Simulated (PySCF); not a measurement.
Screening by computed properties: pick the candidate that meets the target.

Species are written as SMILES; each is one conformer at its optimised geometry, gas phase, non-relativistic unless stated; the electronic structure was computed with PySCF and density fitting.

Dipoles, sizes and rotational constants follow the conformer. The torsions of the flexible species, by atom-mapped SMILES:
- `[CH2:1]=[P:2][N:3]([SiH3:4])[SiH3:5]`: C1–P2–N3–Si4 -15°
- `[CH:1]#[C:2][C@@:3]([F:4])([CH:5]=[S:6])[CH:7]1[CH2:8][CH2:9]1`: C2–C3–C5–S6 -129°, C2–C3–C7–C8 38°
- `[F:1][C:2]([F:3])([F:4])[P:5]1[CH2:6][CH:7]([F:8])[CH2:9]1`: F1–C2–P5–C6 -83°
- `[CH3:1][NH2+:2][CH2:3][CH:4]([F:5])[F:6]`: C1–N2–C3–C4 180°, N2–C3–C4–F5 -58°

(1) Wanted: HOMO energy below -7.9 eV (CAM-B3LYP/def2-SVPD) and dipole moment above 2 D (CAM-B3LYP/def2-SVPD), at GFN2-xTB geometries. Which candidate meets both?
A. `FC1CP(C(F)(F)F)C1`
B. `C#Cc1pcc([SiH3])s1`
C. `C=PN([SiH3])[SiH3]`
D. `C1CC1[C@](C#C)(F)C=S`

(2) Wanted: electronic spatial extent ⟨r²⟩ about the centre of nuclear charge above 1500 bohr² (CAM-B3LYP/def2-SVPD) and HOMO–LUMO gap below 11 eV (CAM-B3LYP/def2-SVPD), at GFN2-xTB geometries. Which candidate meets both?
A. `C#CC1=PC=C([SiH3])S1`
B. `FC(P1CC(F)C1)(F)F`
C. `FC(C[NH2+]C)F`
D. `C=PN([SiH3])[SiH3]`

(3) Wanted: lowest triplet excitation (Tamm–Dancoff) between 2.7 eV and 7 eV (TDA CAM-B3LYP/def2-SVPD) and static isotropic polarisability below 80 au (CAM-B3LYP/def2-SVPD), at GFN2-xTB geometries. Which candidate meets both?
A. `C#C[C@@](F)(C=S)C1CC1`
B. `FC(F)(F)P1CC(F)C1`
C. `C=PN([SiH3])[SiH3]`
D. `p1c(C#C)sc([SiH3])c1`
E. `C[NH2+]CC(F)F`

Results:

(1) D. Computed values:
```
             species  HOMO energy  dipole moment
   FC1CP(C(F)(F)F)C1     -9.09 eV         0.87 D
C1CC1[C@](C#C)(F)C=S     -8.07 eV         3.60 D
  C=PN([SiH3])[SiH3]     -7.94 eV         1.05 D
  C#Cc1pcc([SiH3])s1     -7.82 eV         1.31 D
```

(2) A. Computed values:
| species | electronic spatial extent ⟨r²⟩ about the centre of nuclear charge | HOMO–LUMO gap |
| --- | --- | --- |
| FC(C[NH2+]C)F | 660 bohr² | 12.53 eV |
| C=PN([SiH3])[SiH3] | 950 bohr² | 7.86 eV |
| FC(P1CC(F)C1)(F)F | 1335 bohr² | 9.82 eV |
| C#CC1=PC=C([SiH3])S1 | 1754 bohr² | 6.67 eV |

(3) B. Computed values:
```
              species  lowest triplet excitation (Tamm–Dancoff)  static isotropic polarisability
C#C[C@@](F)(C=S)C1CC1                                   1.85 eV                          98.7 au
 p1c(C#C)sc([SiH3])c1                                   2.46 eV                         132.4 au
   C=PN([SiH3])[SiH3]                                   2.89 eV                          95.7 au
    FC(F)(F)P1CC(F)C1                                   5.17 eV                          72.0 au
        C[NH2+]CC(F)F                                   9.22 eV                          43.7 au
```
